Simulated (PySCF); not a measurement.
**A PySCF run on GeCl**

State: ⁴Σ⁻ (quartet), unpaired electrons σ ↑, π ↑↑, a second solution, started from another occupation.

An equivalent input (the run itself took its basis sets from the Basis Set Exchange, started from a PBE0 density and held the occupation σ 12α 11β, πx 6α 5β, πy 6α 5β, δx 1α 1β, δy 1α 1β):

```python
from pyscf import gto, dft
mol = gto.M(atom='Ge 0 0 0; Cl 0 0 2.18', basis={'Ge': 'def2-TZVPPD', 'Cl': 'def2-TZVPPD'},
            charge=0, spin=3, verbose=4, symmetry='C2v')
mf = dft.UKS(mol, xc='PBE0')
mf.grids.atom_grid = (80, 434)
mf.grids.prune = dft.gen_grid.treutler_prune
mf.irrep_nelec = {'A1': (13, 12), 'A2': (1, 1), 'B1': (6, 5), 'B2': (6, 5)}
mf.conv_tol = 1e-9
mf.max_cycle = 60
mf.diis_space = 10
mf.kernel()
```

The log (some set-up lines and the per-cycle HOMO/LUMO lines removed):

```
******** <class 'pyscf.dft.uks_symm.SymAdaptedUKS'> ********
method = SymAdaptedUKS
damping factor = 0
level_shift factor = 0
DIIS = <class 'pyscf.scf.diis.CDIIS'>
diis_start_cycle = 1
diis_space = 10
diis_damp = 0
SCF conv_tol = 1e-09
SCF conv_tol_grad = None
SCF max_cycles = 60
number electrons alpha = 26  beta = 23
Set gradient conv threshold to 3.16228e-05
init E= -2536.66299538124
cycle= 1 E= -2536.68044162927  delta_E= -0.0174  |g|= 0.0142  |ddm|= 0.0406
cycle= 2 E= -2536.6804725545  delta_E= -3.09e-05  |g|= 0.0151  |ddm|= 0.0254
cycle= 3 E= -2536.68058002648  delta_E= -0.000107  |g|= 0.00161  |ddm|= 0.0118
cycle= 4 E= -2536.6805824281  delta_E= -2.4e-06  |g|= 0.00137  |ddm|= 0.00346
cycle= 5 E= -2536.68058400266  delta_E= -1.57e-06  |g|= 0.000396  |ddm|= 0.002
cycle= 6 E= -2536.68058427507  delta_E= -2.72e-07  |g|= 0.000127  |ddm|= 0.00138
cycle= 7 E= -2536.6805842821  delta_E= -7.04e-09  |g|= 4.96e-05  |ddm|= 0.000186
cycle= 8 E= -2536.68058428344  delta_E= -1.34e-09  |g|= 5.88e-06  |ddm|= 5.63e-05
cycle= 9 E= -2536.6805842835  delta_E= -5.18e-11  |g|= 2.43e-06  |ddm|= 1.19e-05
Extra cycle  E= -2536.68058428349  delta_E= 1.36e-12  |g|= 3.21e-06  |ddm|= 5.44e-06
converged SCF energy = -2536.68058428349  <S^2> = 3.7541959  2S+1 = 4.0020974
```

Repeating this along the bond gives Re = 2.178 Å and ωe = 359 cm⁻¹.

A point of this curve took 4.4 CPU seconds beside 0.8 for the integrals, on Arm Neoverse V1 (shared host).

Spin–orbit coupling is left out. Counting both spins, an empty level lies below a filled one in this solution, because spin and occupation are held.
